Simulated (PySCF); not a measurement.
**Magnetisability: `C[C@H](O)C(C#N)C#N`, C5H6N2O**

Geometry:
```json
{"atom": "C1", "x (Å)": "1.226", "y (Å)": "0.733", "z (Å)": "-0.079"}
{"atom": "C2", "x (Å)": "-0.069", "y (Å)": "0.407", "z (Å)": "0.660"}
{"atom": "O3", "x (Å)": "0.152", "y (Å)": "-0.266", "z (Å)": "1.877"}
{"atom": "C4", "x (Å)": "-0.984", "y (Å)": "-0.526", "z (Å)": "-0.178"}
{"atom": "C5", "x (Å)": "-0.266", "y (Å)": "-1.703", "z (Å)": "-0.626"}
{"atom": "N6", "x (Å)": "0.309", "y (Å)": "-2.622", "z (Å)": "-0.984"}
{"atom": "C7", "x (Å)": "-1.518", "y (Å)": "0.169", "z (Å)": "-1.330"}
{"atom": "N8", "x (Å)": "-1.927", "y (Å)": "0.731", "z (Å)": "-2.235"}
{"atom": "H9", "x (Å)": "1.819", "y (Å)": "1.438", "z (Å)": "0.502"}
{"atom": "H10", "x (Å)": "1.005", "y (Å)": "1.181", "z (Å)": "-1.045"}
{"atom": "H11", "x (Å)": "1.808", "y (Å)": "-0.174", "z (Å)": "-0.234"}
{"atom": "H12", "x (Å)": "-0.631", "y (Å)": "1.340", "z (Å)": "0.845"}
{"atom": "H13", "x (Å)": "0.887", "y (Å)": "0.146", "z (Å)": "2.341"}
{"atom": "H14", "x (Å)": "-1.813", "y (Å)": "-0.855", "z (Å)": "0.464"}
```

Computed with GIAO BHandHLYP/pcSseg-1 magnetisability, rotational g tensor and spin-rotation constants, non-relativistic, gas phase in PySCF 2.14.0. Geometry: GFN2-xTB.

What are the magnetisability and the molar susceptibility?

Isotropic -1154 × 10⁻³⁰ J/T², or -69.5 × 10⁻⁶ cm³/mol; principal values -1265, -1148, -1048 × 10⁻³⁰ J/T², anisotropy 188 × 10⁻³⁰ J/T² (root of half the summed squared differences of the principal values). The susceptibility is in cgs units.

Split it along the inertial axes a, b, c into diamagnetic and paramagnetic parts about the centre of mass, with the quadrupole moment.


```csv
axis,χ (10⁻⁶ cm³/mol),diamagnetic (10⁻⁶ cm³/mol),paramagnetic (10⁻⁶ cm³/mol),summed x² of all electrons (Å²),quadrupole Θ (D Å)
a,-71.9,-562.6,490.7,129.4,-1.60
b,-70.6,-729.1,658.5,90.2,-6.30
c,-66.0,-931.4,865.5,42.5,+7.90
```
Anisotropies 2χaa − χbb − χcc = -7.2 and 2χbb − χaa − χcc = -3.3 × 10⁻⁶ cm³/mol. Θ is traceless in Buckingham's convention.

And the rotational g tensor?


```csv
axis,rotational constant (GHz),g,nuclear part,electronic part
a,2.4927,-0.0204,0.5543,-0.5746
b,1.8219,-0.0136,0.5500,-0.5636
c,1.3525,-0.0184,0.5315,-0.5499
```
Asymmetric top; isotopes 12C, 1H, 14N, 16O; no vibrational averaging.
